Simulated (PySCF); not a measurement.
Shapes and spin states of CoO₂F

All numbers come from PBE0 in PySCF with Co def2-TZVP, O def2-TZVP, F def2-TZVP; no relativity; density-fitted integrals.

Relaxations began from a few typed shapes and spin states; open shells are unrestricted. The search is not exhaustive: other isomers or separated fragments can lie lower, and high-lying points may rest on an excited occupation.

| spin | group | bonds | angles | imaginary modes (cm⁻¹) | ΔE (kJ/mol) | ΔE with ZPE (kJ/mol) |
| --- | --- | --- | --- | --- | --- | --- |
| quintet | Cs | Co–F 1.720 Å, Co–O 1.634 Å (×2) | F–Co–O 125.1°, F–Co–O 147.9°, O–Co–O 87.0° | none | 0.0 | 0.0 |
| triplet | C2v | Co–F 1.686 Å, Co–O 1.552 Å (×2) | F–Co–O 121.6° (×2), O–Co–O 116.7° | none | 3.0 | 7.5 |
| quintet | Cs | Co–F 1.735 Å, Co–O 1.621 Å, Co–O 1.631 Å | F–Co–O 120.8°, F–Co–O 135.9°, O–Co–O 103.4° | none | 17.3 | 16.7 |
| broken-symmetry Ms = 0 (⟨S²⟩ 0.98) | C2v | Co–F 1.690 Å, Co–O 1.549 Å (×2) | F–Co–O 120.3° (×2), O–Co–O 119.4° | none | 20.0 | 23.3 |
| singlet (closed shell, unstable to spin polarisation) | C2v | Co–F 1.703 Å, Co–O 1.526 Å (×2) | F–Co–O 114.7° (×2), O–Co–O 130.5° | none | 69.2 | 74.7 |
| quintet | C2v | Co–F 1.728 Å, Co–O 1.681 Å (×2) | F–Co–O 100.6° (×2), O–Co–O 158.8° | 924i | 112.4 | – |

The lowest minimum found is the quintet Cs: Co–F 1.720 Å, Co–O 1.634 Å (×2); F–Co–O 125.1°, F–Co–O 147.9°, O–Co–O 87.0°.

Formally Co is in oxidation state +5, d4, with 4 unpaired electrons (the high-spin count). The Mulliken spin on Co is 1.87, so most of the spin sits on the ligands and the formal count fails. The polar-tensor charge on Co, 1.07, is far below the formal one.

For the lowest minimum: open d and f shells are described by one determinant, and the ground state may have another occupation or spin.

The electron or spin density has lower symmetry than the nuclear frame for the broken-symmetry Ms = 0 (⟨S²⟩ 0.98) C2v at 20.0 kJ/mol.
